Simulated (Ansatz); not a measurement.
(KH)4 cube (K₄H₄), relaxed as a singlet with RKS PBE0-D4/def2-SVP in Ansatz, starting from the GFN1-xTB geometry. Force threshold 0.02 eV/Å.

Start:

```xyz
8

K    -1.7326   -0.6015    1.2837
H     0.4757    0.4045    2.1065
K     0.4053    2.1856    0.2691
H    -1.7799    1.1534   -0.5839
K    -0.4840   -0.4108   -2.1463
H    -0.3977   -2.1480   -0.2633
K     1.8120   -1.1732    0.5936
H     1.7012    0.5899   -1.2593
```

| step | energy (eV) | largest force component (eV/Å) | SCF passes |
| --- | --- | --- | --- |
| 1 | -65336.5897 | 0.238 | 12 |
| 2 (rejected) | -65336.5222 | 0.335 | 15 |
| 3 | -65336.6313 | 0.032 | 15 |
| 4 | -65336.6329 | 0.002 | 11 |

Force components are those of the run's own axes.

End:

Cartesian coordinates in Å:
```
K -1.7884 -0.6205 1.3253
H 0.4813 0.4087 2.1346
K 0.4181 2.2558 0.2772
H -1.8015 1.1667 -0.5910
K -0.4997 -0.4242 -2.2159
H -0.4027 -2.1731 -0.2670
K 1.8701 -1.2111 0.6134
H 1.7228 0.5977 -1.2767
```

By distances, no bond broke or formed. The bond that changes most is H2–K3, from 2.56 to 2.62 Å (atoms count from 1).

No frequencies were taken in this run, so the end may be a saddle point.

It took 9 s on 4 threads of Arm Neoverse V1 on a shared host.
